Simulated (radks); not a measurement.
Be+, 3 electrons, occupied as [He] 2s1 (the NIST ground configuration).

All-electron calculation, Dirac Kohn-Sham, PBEsol, spin-unpolarised, spherical densities, finite nucleus; Fermi nuclear charge, rms radius 2.519 fm. Program: a radial shooting solver on a logarithmic mesh with Libxc functionals.

Energy parts (eV):
total: -386.065
kinetic: 384.381
electron-nucleus: -862.876
Hartree: 157.552
exchange-correlation: -65.121

Orbitals (lengths in bohr, moments of r in powers of bohr; r(90%) holds 90 % of the orbital's charge):
| orbital | occ. | eigenvalue (eV) | r(90%) |
|---|---|---|---|
| 1s1/2 | 2 | -116.9705 | 0.759 |
| 2s1/2 | 1 | -13.5768 | 3.57 |

The highest occupied level is 2s1/2 at -13.577 eV. The electron density at the nucleus is 35.24 e/bohr^3. The density falls to 0.001 e/bohr^3 at r = 3.47 bohr. Summed over all electrons, <r^2> = 6.713 bohr^2, which gives a Langevin (diamagnetic) susceptibility term of -5.32 x 10^-6 cm^3/mol. For comparison, the ionisation energy in NIST's Atomic Spectra Database is 18.211 eV (measured). In exact Kohn-Sham theory the highest level is minus the ionisation energy, but local and semilocal functionals leave it too shallow, through self-interaction and a potential that decays too fast; potentials with the right tail come closer.

Beside tabulated values, note that spin-unpolarised runs miss the spin-polarisation part of the exchange energy of open shells.
